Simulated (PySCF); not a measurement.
Computed Raman spectrum (relative Raman activity) of a molecule C₅H₅Cl. The structure is a stationary point at PBE-D3(BJ)/def2-SVP. The values are those of a single conformer. Computed with PBE-D3(BJ)/def2-SVP in PySCF 2.14.0. Frequencies are harmonic and unscaled.

Lines under 2 % of the strongest are left out, and lines within 2 cm⁻¹ are merged.

| ν (cm⁻¹) | relative intensity |
|---|---|
| 598 | 2.1 |
| 1209 | 2.3 |
| 1333 | 15 |
| 1388 | 5.9 |
| 1621 | 17 |
| 2274 | 100 |
| 2958 | 61 |
| 3040 | 20 |
| 3046 | 17 |
| 3100 | 16 |
| 3212 | 13 |

**Question.** Identify the compound among the candidates.
A) C=C(Cl)C#CC
B) C#CC/C=C/Cl
C) ClC1=CC=CC1
D) C#C[C@H]1C[C@H]1Cl

**Answer.** A, C=C(Cl)C#CC
